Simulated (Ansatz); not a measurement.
Ansatz (a program for electronic structure) input (B3LYP-D3(BJ)/def2-TZVP):

Ansatz 0.2 input:
```yaml
crystal:
  periodic: [false, false, false]
  atoms:
    - {symbol: B, position_ang: [-0.32320506, 0.29257801, -0.09443486]}
    - {symbol: Cl, position_ang: [-0.40359504, 1.92915373, -0.53530867]}
    - {symbol: O, position_ang: [1.04173595, -0.17571198, 0.25976561]}
    - {symbol: O, position_ang: [-1.19293131, -0.66879553, 0.02429971]}
    - {symbol: H, position_ang: [1.82643493, 0.35612851, 0.04466566]}
    - {symbol: H, position_ang: [-2.14159719, -0.59965478, -0.11050134]}
    - {symbol: H, position_ang: [1.18789981, -1.13053706, 0.39417209]}
basis:
  gaussian:
    orbitals: def2-TZVP
hamiltonian:
  xc: b3lyp
  dispersion: d3bj
total_charge: 1
relax: {f_tol: 0.002, max_steps: 150}
```

Output:

```
Functional definition: B3LYP
integrals: 0.06 GiB planned
866 factors; their error is unknown
mean field: 0.56 GiB planned
mean field evaluation 1: about -17325.1044 eV, gradient 1.0e2 eV
mean field evaluation 2: about -17299.4710 eV, gradient 1.5e2 eV
mean field evaluation 4: about -17340.1929 eV, gradient 1.0e1 eV
mean field evaluation 8: about -17340.3913 eV, gradient 2.9e-1 eV
mean field evaluation 16: about -17340.3914 eV, gradient 1.8e-5 eV
mean field -17340.39136877 eV, -637.2476290628 hartree, gradient 1.8e-5 eV, S^2 0.000000; 0 other end points of the search recorded, 0 dependent functions left out
the calculation of the forces begins
reference -17340.39157627 eV, -637.2476366882 hartree; 20, 20 occupied and 128, 128 virtual orbitals, 866 factors
relax step   1: F+E_penalty+E_count = -17340.58988598 eV  Δ(F+E_penalty+E_count) = +0.000e0 eV  max|allowed force component| = 7.149e-1 eV/Å  Δτ_max = 0.0000 Å  (28 SCF iters, accepted)
these checks for a lower state are left out or cut short: starts, cluster_reference, orbital_swaps, neighbouring_geometries, increment
integrals: 0.06 GiB planned
866 factors; their error is unknown
mean field: 0.56 GiB planned
mean field -17340.40589581 eV, -637.2481629217 hartree, gradient 1.2e-5 eV, S^2 0.000000; 0 other end points of the search recorded, 0 dependent functions left out
the calculation of the forces begins
reference -17340.40610336 eV, -637.2481705489 hartree; 20, 20 occupied and 128, 128 virtual orbitals, 866 factors
relax step   2: F+E_penalty+E_count = -17340.60380405 eV  Δ(F+E_penalty+E_count) = -1.392e-2 eV  max|allowed force component| = 4.605e-1 eV/Å  Δτ_max = 0.0179 Å  (32 SCF iters, accepted)
these checks for a lower state are left out or cut short: starts, cluster_reference, orbital_swaps, neighbouring_geometries, increment
integrals: 0.06 GiB planned
866 factors; their error is unknown
mean field: 0.56 GiB planned
mean field -17340.41540659 eV, -637.2485124365 hartree, gradient 1.3e-5 eV, S^2 0.000000; 0 other end points of the search recorded, 0 dependent functions left out
the calculation of the forces begins
reference -17340.41561410 eV, -637.2485200624 hartree; 20, 20 occupied and 128, 128 virtual orbitals, 866 factors
relax step   3: F+E_penalty+E_count = -17340.61240516 eV  Δ(F+E_penalty+E_count) = -8.601e-3 eV  max|allowed force component| = 2.382e-1 eV/Å  Δτ_max = 0.0331 Å  (32 SCF iters, accepted)
these checks for a lower state are left out or cut short: starts, cluster_reference, orbital_swaps, neighbouring_geometries, increment
integrals: 0.06 GiB planned
866 factors; their error is unknown
mean field: 0.56 GiB planned
mean field evaluation 32: about -17340.3829 eV, gradient 8.4e-3 eV
mean field -17340.42004123 eV, -637.2486827565 hartree, gradient 1.3e-5 eV, S^2 0.000000; 0 other end points of the search recorded, 0 dependent functions left out
the calculation of the forces begins
reference -17340.42024857 eV, -637.2486903759 hartree; 20, 20 occupied and 128, 128 virtual orbitals, 866 factors
relax step   4: F+E_penalty+E_count = -17340.61734590 eV  Δ(F+E_penalty+E_count) = -4.941e-3 eV  max|allowed force component| = 1.507e-1 eV/Å  Δτ_max = 0.0234 Å  (32 SCF iters, accepted)
these checks for a lower state are left out or cut short: starts, cluster_reference, orbital_swaps, neighbouring_geometries, increment
integrals: 0.06 GiB planned
866 factors; their error is unknown
mean field: 0.56 GiB planned
mean field -17340.42157664 eV, -637.2487391816 hartree, gradient 1.2e-5 eV, S^2 0.000000; 0 other end points of the search recorded, 0 dependent functions left out
the calculation of the forces begins
reference -17340.42178379 eV, -637.2487467942 hartree; 20, 20 occupied and 128, 128 virtual orbitals, 866 factors
relax step   5: F+E_penalty+E_count = -17340.61921900 eV  Δ(F+E_penalty+E_count) = -1.873e-3 eV  max|allowed force component| = 5.100e-2 eV/Å  Δτ_max = 0.0100 Å  (33 SCF iters, accepted)
these checks for a lower state are left out or cut short: starts, cluster_reference, orbital_swaps, neighbouring_geometries, increment
integrals: 0.06 GiB planned
866 factors; their error is unknown
mean field: 0.56 GiB planned
mean field -17340.42244879 eV, -637.2487712327 hartree, gradient 1.3e-5 eV, S^2 0.000000; 0 other end points of the search recorded, 0 dependent functions left out
the calculation of the forces begins
reference -17340.42265569 eV, -637.2487788358 hartree; 20, 20 occupied and 128, 128 virtual orbitals, 866 factors
relax step   6: F+E_penalty+E_count = -17340.62034309 eV  Δ(F+E_penalty+E_count) = -1.124e-3 eV  max|allowed force component| = 1.117e-1 eV/Å  Δτ_max = 0.0369 Å  (31 SCF iters, accepted)
these checks for a lower state are left out or cut short: starts, cluster_reference, orbital_swaps, neighbouring_geometries, increment
integrals: 0.06 GiB planned
866 factors; their error is unknown
mean field: 0.56 GiB planned
mean field -17340.42270953 eV, -637.2487808147 hartree, gradient 1.2e-5 eV, S^2 0.000000; 0 other end points of the search recorded, 0 dependent functions left out
the calculation of the forces begins
reference -17340.42291641 eV, -637.2487884172 hartree; 20, 20 occupied and 128, 128 virtual orbitals, 866 factors
relax step   7: F+E_penalty+E_count = -17340.62057353 eV  Δ(F+E_penalty+E_count) = -2.304e-4 eV  max|allowed force component| = 1.623e-2 eV/Å  Δτ_max = 0.0050 Å  (33 SCF iters, accepted)
these checks for a lower state are left out or cut short: starts, cluster_reference, orbital_swaps, neighbouring_geometries, increment
integrals: 0.06 GiB planned
866 factors; their error is unknown
mean field: 0.56 GiB planned
mean field evaluation 64: about -17340.4227 eV, gradient 1.2e-5 eV
mean field -17340.42273659 eV, -637.2487818091 hartree, gradient 1.2e-5 eV, S^2 0.000000; 0 other end points of the search recorded, 0 dependent functions left out
the calculation of the forces begins
reference -17340.42294345 eV, -637.2487894109 hartree; 20, 20 occupied and 128, 128 virtual orbitals, 866 factors
relax step   8: F+E_penalty+E_count = -17340.62058757 eV  Δ(F+E_penalty+E_count) = -1.404e-5 eV  max|allowed force component| = 9.753e-4 eV/Å  Δτ_max = 0.0012 Å  (34 SCF iters, accepted)
integrals: 0.06 GiB planned
866 factors; their error is unknown
mean field: 0.56 GiB planned
mean field -17340.42273659 eV, -637.2487818091 hartree, gradient 1.2e-5 eV, S^2 0.000000; 1 other end points of the search recorded, 0 dependent functions left out
the calculation of the forces begins
reference -17340.42294345 eV, -637.2487894109 hartree; 20, 20 occupied and 128, 128 virtual orbitals, 866 factors
Total energy: -17340.62079442 eV, -637.2560603001 hartree
Atom 0 at    -0.331382     0.284958    -0.111282 Å, force     0.000683    -0.000580     0.000105 eV/Å
Atom 1 at    -0.443983     1.935271    -0.540446 Å, force    -0.000571     0.000798    -0.000246 eV/Å
Atom 2 at     1.046663    -0.205228     0.166934 Å, force     0.000975    -0.000598     0.000220 eV/Å
Atom 3 at    -1.190509    -0.697368     0.040321 Å, force    -0.000153    -0.000611     0.000162 eV/Å
Atom 4 at     1.836148     0.361654     0.112058 Å, force    -0.000117    -0.000015     0.000064 eV/Å
Atom 5 at    -2.133842    -0.542579    -0.104511 Å, force    -0.000557     0.000472    -0.000139 eV/Å
Atom 6 at     1.211648    -1.133546     0.419584 Å, force    -0.000261     0.000533    -0.000166 eV/Å
Dipole moment:     0.647183    -0.639619     0.233822 e Å
```

It need not be the lowest isomer of its formula.
